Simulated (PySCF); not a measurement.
# C₆ coefficients of unlike pairs at r2SCANh

Calculated with PySCF 2.14 from the dipole response of each species, C₆(A,B) = (3/π) ∫ α_A(iu) α_B(iu) du, in atomic units, from isotropic polarisabilities. For ions this is the dispersion term alone; charge-induced terms of lower order in 1/R come first.

```json
{"species": "Mo⁺", "configuration": "[Kr] 4d5 (6S)", "basis": "aug-cc-pVTZ-DK (9s8p6d3f2g)", "relativity": "spin-free X2C", "α (bohr³)": "20.72", "C₆ (like pair)": "136.9"}
{"species": "Pd³⁺", "configuration": "[Kr] 4d7 (4F)", "basis": "def2-TZVPPD with the def2 core potential (28 electrons) (6s4p3d2f1g)", "relativity": "core potential", "α (bohr³)": "3.744", "C₆ (like pair)": "16.78"}
{"species": "O⁺", "configuration": "[He] 2s2 2p3 (4S)", "basis": "aug-cc-pwCVDZ (5s4p2d)", "relativity": "none", "α (bohr³)": "2.654", "C₆ (like pair)": "5.380"}
{"species": "Co³⁺", "configuration": "[Ar] 3d6 (5D)", "basis": "aug-cc-pVTZ-DK (8s7p5d3f2g)", "relativity": "spin-free X2C", "α (bohr³)": "1.803", "C₆ (like pair)": "4.387"}
```

(1) Estimate C₆ for O⁺ with Mo⁺.

No spin-orbit coupling is included.

The other pairs:

```csv
pair,C₆
"Co³⁺, Pd³⁺",8.540
"Co³⁺, Mo⁺",21.11
"O⁺, Pd³⁺",9.317
"Pd³⁺, Mo⁺",42.56
"Co³⁺, O⁺",4.680
```

Answers

(1) The integral gives 25.88. The combination rule 2 C_A C_B / (C_A α_B/α_A + C_B α_A/α_B) gives 24.74 and the geometric mean 27.14.
